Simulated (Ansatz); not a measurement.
Geometry optimisation, RKS PBE/def2-SVP (Ansatz).

Input:

```yaml
crystal:
  periodic: [false, false, false]
  atoms:
    - { symbol: W, position_ang: [-0.12181, -0.092295, -0.083939] }
    - { symbol: O, position_ang: [-0.154648, -0.018761, 1.827777] }
    - { symbol: H, position_ang: [-0.800121, -0.326134, 2.489398] }
    - { symbol: F, position_ang: [1.726982, -0.186197, -0.243892] }
    - { symbol: F, position_ang: [-0.205758, 1.746759, -0.359652] }
    - { symbol: F, position_ang: [-1.999877, -0.131706, -0.002022] }
    - { symbol: F, position_ang: [-0.153325, -1.965625, 0.014967] }
    - { symbol: F, position_ang: [-0.343796, -0.318894, -1.92436] }
    - { symbol: S, position_ang: [2.118209, 2.218614, 1.614427] }
    - { symbol: H, position_ang: [3.178966, 1.38084, 1.77347] }
    - { symbol: H, position_ang: [1.350578, 1.4636, 2.479926] }
basis:
  gaussian: { orbitals: def2-SVP }
hamiltonian:
  xc: pbe
relax:
  f_tol: 0.03
  max_steps: 50
```

Run as:

```bash
$ ansatz run input.yaml --threads 4 --pin off --max-ram 5120MiB --backend cpu --events-out ev --progress --plain --runs-dir out
```

Q: Where does it end, and by what steps?

A: It converged. After 37 steps the energy has fallen by 0.647 eV; H3 moved furthest, 1.70 Å.

| step | energy less start (eV) | largest force component (eV/Å) | accepted |
| --- | --- | --- | --- |
| 0 | 0.0000 | 0.829 | yes |
| 2 | -0.1757 | 0.566 | yes |
| 4 | -0.1933 | 0.863 | no |
| 6 | -0.2270 | 0.063 | yes |
| 8 | -0.2185 | 0.674 | no |
| 10 | -0.2354 | 0.213 | yes |
| 12 | -0.2379 | 0.328 | no |
| 14 | -0.2428 | 0.100 | yes |
| 16 | -0.2484 | 0.243 | yes |
| 18 | -0.2705 | 0.104 | yes |
| 20 | -0.2891 | 0.494 | yes |
| 22 | -0.3425 | 0.245 | yes |
| 24 | -0.4252 | 1.014 | yes |
| 26 | -0.5722 | 0.847 | yes |
| 28 | -0.6300 | 0.289 | yes |
| 30 | -0.6392 | 0.083 | yes |
| 32 | -0.6436 | 0.084 | yes |
| 34 | -0.6456 | 0.083 | yes |
| 36 | -0.6467 | 0.041 | yes |
| 37 | -0.6468 | 0.024 | yes |

```xyz
11
Properties=species:S:1:pos:R:3
W -0.411 -0.159 -0.240
O -0.459 0.529 1.473
H 0.197 0.990 2.094
F 1.369 0.496 -0.326
F -1.059 1.423 -1.006
F -2.153 -0.826 -0.202
F 0.213 -1.827 0.356
F -0.092 -0.774 -1.988
S 2.034 1.777 2.777
H 2.445 1.583 1.488
H 2.512 0.558 3.160
```

Whether the end is a true minimum wasn't checked by a vibrational analysis.

The run took 100 s on 4 threads of Arm Neoverse V1, with other jobs on the host, peak memory 0.23 GiB.
